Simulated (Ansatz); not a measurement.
`OP[SiH2][SeH]` and `OP[SiH3]` differ in one atom or group.

Ansatz, PBE0-D4/def2-TZVP geometries, multiplicity 1. Each molecule was computed in one conformer, which needn't be the lowest.

Scalar relativity is left out up to krypton.

| property | `OP[SiH2][SeH]` |
| --- | --- |
| HOMO energy (PBE0/def2-TZVPP) / eV | -6.87 |
| HOMO–LUMO gap (PBE/def2-TZVPP) / eV | 4.08 |
| LUMO energy (ωB97M-V/def2-TZVPP) / eV | 1.08 |
| HOMO–LUMO gap (ωB97M-V/def2-TZVPP) / eV | 10.04 |
| size of the dipole moment (B3LYP/def2-TZVPP) / D | 1.26 |
| HOMO–LUMO gap (B3LYP/def2-TZVPP) / eV | 5.67 |

**Question.** Give the same properties after the change, and the shifts. (Best estimate.)

**Answer.** Ansatz gave: 
| property | `OP[SiH3]` | shift |
| --- | --- | --- |
| HOMO energy (PBE0/def2-TZVPP) / eV | -7.05 | -0.18 |
| HOMO–LUMO gap (PBE/def2-TZVPP) / eV | 4.34 | 0.26 |
| LUMO energy (ωB97M-V/def2-TZVPP) / eV | 1.20 | 0.12 |
| HOMO–LUMO gap (ωB97M-V/def2-TZVPP) / eV | 10.37 | 0.33 |
| size of the dipole moment (B3LYP/def2-TZVPP) / D | 0.82 | -0.44 |
| HOMO–LUMO gap (B3LYP/def2-TZVPP) / eV | 5.98 | 0.31 |

With PBE0 the HOMO falls by 0.18 eV and the LUMO rises by 0.14 eV, so the gap widens by about 0.32 eV. PBE moves the HOMO by -0.15 eV and ωB97M-V by -0.21 eV. The zero-point energy changes by -2.4 kJ/mol with -3 modes. Dipoles are sizes alone; their direction can turn.

B3LYP here is the variant with VWN-RPA as its local correlation; programs differ in this.

Spin–orbit coupling is left out; it splits and shifts lone-pair levels of the heavy atoms by tenths of an eV.
